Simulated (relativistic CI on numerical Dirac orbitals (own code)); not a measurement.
**Cu⁴⁺: 3s photoemission**

Computed with this model: Dirac-Coulomb-Breit CI, orbitals from a KLI potential per configuration, model QED, valence Slater integrals scaled by 0.8, multiplet model of photoemission in the sudden approximation; configurations [Ar] 3d7 → [Ne] 3s 3p6 3d7; 80 K; Lorentzian 2.1 eV and Gaussian 0.6 eV FWHM. Energies are those of the free ion, without screening or charge transfer. The energies are binding energies and can lie tens of eV above those of solids. Without intra-shell correlation the exchange splitting of an s hole comes out too large, often by half or more. S is read from ⟨S²⟩ = S(S + 1).

Field parameters in Wybourne normalisation: Oh B⁴₀ = 21Dq, B⁴₄ = √(5/14) B⁴₀. The field is a parameter set, without covalency.

Computed curve for Oh, 10Dq = 31400 cm⁻¹, scaled to 100 at the maximum (points under 2 are left out and the grid is thinned):

(Energy (eV), Intensity): (197.8, 2.1), (198.2, 2.3), (198.8, 2.7), (199.2, 3.0), (199.8, 3.6), (200.2, 4.1), (200.8, 5.1), (201.2, 6.0), (201.6, 7.1), (202.2, 9.5), (202.6, 11.9), (203.2, 17.4), (203.6, 23.0), (204.2, 35.7), (204.6, 48.1), (205.2, 76.1), (205.6, 95.2), (206.0, 99.7), (206.6, 74.1), (207.0, 53.4), (207.6, 33.4), (208.0, 26.3), (208.6, 21.6), (209.0, 21.4), (209.4, 23.6), (210.0, 31.1), (210.4, 36.6), (211.0, 35.9), (211.4, 28.8), (212.0, 18.0), (212.4, 13.3), (213.0, 9.0), (213.4, 7.4), (213.8, 6.2), (214.4, 4.8), (214.8, 4.1), (215.4, 3.2), (215.8, 2.8), (216.4, 2.3), (216.8, 2.1)

The ground state has S = 0.53, and the centroid lies at 207.06 eV.
